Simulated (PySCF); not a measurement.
An unknown is described by computed data only.

Formula: C8H10Si.

- UV, first state: lowest singlet excitation: 4.17 eV (297 nm, f = 0.064) [TDDFT wB97X-D/def2-SVPD]
- Polarisability: 125.5 au [wB97X-D/def2-SVPD]
- UV, strongest line: among the 10 lowest singlet transitions: S3 at 5.53 eV (224 nm, f = 0.315) [TDDFT wB97X-D/def2-SVPD]
- 13C NMR: chemical shifts (computed TMS as zero) by class: 159.9 (1 C), 149.7 (1 C), 141.2 (1 C), 136.7 (1 C), 97.7 (1 C), 85.5 (1 C), 5.7 (1 C), -6.1 (1 C) ppm [GIAO PBE0/pcSseg-1]
- 1H NMR: chemical shifts (computed TMS as zero) by class: 6.94 (1 H), 6.42 (1 H), 6.29 (1 H), 4.76 (1 H), 2.11 (3 H), 0.30 (3 H) ppm [GIAO PBE0/pcSseg-1]
- Rotational structure: rotational constants A, B, C: 4.097, 0.599, 0.553 GHz [PBE0-D3(BJ)/def2-SVP]
- NMR, other nuclei: isotropic shieldings of nuclei other than C and H, by class: 363 (1 Si) ppm [GIAO PBE0/pcSseg-1]

Gas-phase values; electronic properties from PySCF, density fitting. Levels stand in brackets. Isolated species at its PBE0-D3(BJ)/def2-SVP geometry, gas phase. Each NMR value is the plain mean over a class of atoms that symmetry, rotation or inversion makes alike.

Problem. Propose a structure and show how it fits.

Solution. Numbering: `[CH3:1][C:2]#[C:3][C:4]1=[CH:5][Si@@H:6]([CH3:7])[CH:8]=[CH:9]1`. Its formula, C8H10Si, gives 5 degrees of unsaturation: 1 ring and 4 π bonds in the structure found. 8 carbons fall into 8 classes; from least to most shielded: alkene CH carbon [C9] (159.9 ppm), fully substituted alkene carbon [C4] (149.7 ppm), alkene CH carbon [C5] (141.2 ppm), alkene CH carbon [C8] (136.7 ppm), alkyne carbon [C2] (97.7 ppm), alkyne carbon [C3] (85.5 ppm), propargylic carbon [C1] (5.7 ppm), Si-methyl carbon [C7] (-6.1 ppm). Hydrogen classes from least to most shielded: 1 H on an alkene CH carbon, C9 (6.94 ppm), 1 H on an alkene CH carbon, C5 (6.42 ppm), 1 H on an alkene CH carbon, C8 (6.29 ppm), 1 H on an SiH silicon, Si6 (4.76 ppm), 3 H on a propargylic carbon, C1 (2.11 ppm), 3 H on an Si-methyl carbon, C7 (0.30 ppm). The other shieldings belong to: 363 ppm, SiH silicon [Si6]. The optimised geometry has point group C1 and is an asymmetric top. Structure: `C1[Si@H](C=CC=1C#CC)C`. Computed isomers that give other values at the same levels: `C#C[Si]1(C=C)CC=CC1` (13C chemical shifts (computed TMS as zero) by class: 146.0 (1 C), 141.4 (1 C), 140.7 (2 C), 105.6 (1 C), 88.2 (1 C), 21.2 (2 C) ppm); `CC#CC#C/C=C\C[SiH3]` (13C chemical shifts (computed TMS as zero) by class: 154.9 (1 C), 114.2 (1 C), 92.9 (1 C), 89.0 (1 C), 72.9 (1 C), 71.0 (1 C), 16.4 (1 C), 6.0 (1 C) ppm); `CC#CC#C/C=C/C[SiH3]` (13C chemical shifts (computed TMS as zero) by class: 154.1 (1 C), 115.9 (1 C), 86.4 (1 C), 85.1 (1 C), 75.5 (1 C), 71.4 (1 C), 18.7 (1 C), 5.8 (1 C) ppm). The assignments are read from this structure; whether some other isomer fits the data as well wasn't checked. The mirror image fits equally.
